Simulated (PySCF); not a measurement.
## Calculated data, CH₆B₂O

Calculation on a computer-drawn molecule: the log of a Hartree-Fock and frozen-core CCSD(T) single point meant for a local Hartree-Fock minimum, with one planted fault or none, to be diagnosed. Offsets are logged minus clean, where the clean run is the same molecule without the fault. The reference is restricted for singlets and unrestricted otherwise, and also for a bond in bohr or an excited solution. Adding or removing an electron swaps singlet and doublet. The excited solution moves the top pair (singlet) or top alpha electron (doublet) to the lowest empty orbital. Highest occupied and lowest empty are orbital energies over both spins, largest force is the largest gradient component, triples share is (T) over the correlation energy, the T1 limit is 0.02 restricted and 0.045 unrestricted, electrons count all cores, a negative frequency is imaginary (commonest isotopes), and the dipole is about the centre of nuclear charge. Program: PySCF 2.14.0.

```yaml
- formula: CH6B2O
  logged_structure:
    atoms_angstrom:
      - [B, -1.4539, -0.0116, 0.406]
      - [B, 0.0101, -0.9019, 0.3541]
      - [C, 0.961, -1.0339, 1.6228]
      - [O, 0.3312, -1.4884, -0.8328]
      - [H, -2.5002, -0.5239, 0.7119]
      - [H, -1.4951, 1.1668, 0.1605]
      - [H, 1.8176, -1.6999, 1.469]
      - [H, 0.4058, -1.3963, 2.4948]
      - [H, 1.3522, -0.0472, 1.8985]
      - [H, 1.1452, -1.9704, -0.8166]
  given:
    meant_charge: 0
    meant_multiplicity: 1
    meant_basis: cc-pVDZ
    logged_electrons: 30
    logged_basis_functions: 86
    logged_SCF_converged: "yes"
    logged_spin_squared: 2.0125
    "logged_highest_occupied [eV]": -7.0081
    "logged_lowest_empty [eV]": -0.65976
    "logged_largest_force [hartree/bohr]": 0.075102
    logged_T1_diagnostic: 0.019454
    logged_D1_diagnostic: 0.094295
    logged_triples_share: 0.027491
    logged_CC_converged: "yes"
    "logged_dipole_magnitude [debye]": 4.6551
    logged_SCF_stable_within_its_kind: "yes"
    "logged_energy_HF [hartree]": -165.4873
    "logged_energy_CCSD(T) [hartree]": -166.0399
    possible_faults: "no fault, one electron removed, one electron added, multiplicity raised by two, geometry at a saddle point, SCF held on an excited solution, minimal basis STO-3G, one bond length entered in bohr, all coordinates scaled"
    drawn_bonds_atom: [1, 2, 2, 1, 1, 3, 3, 3, 4]
    drawn_bonds_other_atom: [2, 3, 4, 5, 6, 7, 8, 9, 10]
    drawn_bonds_order: [1, 1, 1, 1, 1, 1, 1, 1, 1]
  results:
    planted_fault: "multiplicity raised by two"
    "HF_energy_offset_from_clean_run [kcal/mol]": 87.08
    "CCSD(T)_energy_offset_from_clean_run [kcal/mol]": 89.19
```
